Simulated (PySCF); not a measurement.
# CdB at BP86

Computed with BP86; basis Cd def2-SVPD with ECP28, B def2-SVPD; scalar-relativistic core potentials; PySCF 2.14.

For CdB, the state is ²Π (doublet), unpaired electrons π ↑, the bond length is 2.382 Å and the harmonic wavenumber is 295 cm⁻¹. The force constant is 0.516 mdyn/Å, the rotational constant Be is 0.2959 cm⁻¹ and the anharmonicity ωexe is 4.42 cm⁻¹. The vibration–rotation constant αe is 0.00501 cm⁻¹, the well depth De to Cd + B is 0.56 eV and the dissociation energy D0 is 0.54 eV. The bond order (Mayer) is 0.95 and the dipole moment (positive dipole means Cd(−)B(+)) is -1.80 D.

Spin–orbit coupling is left out. The state was picked by a PBE0 search and need not be the measured ground state.
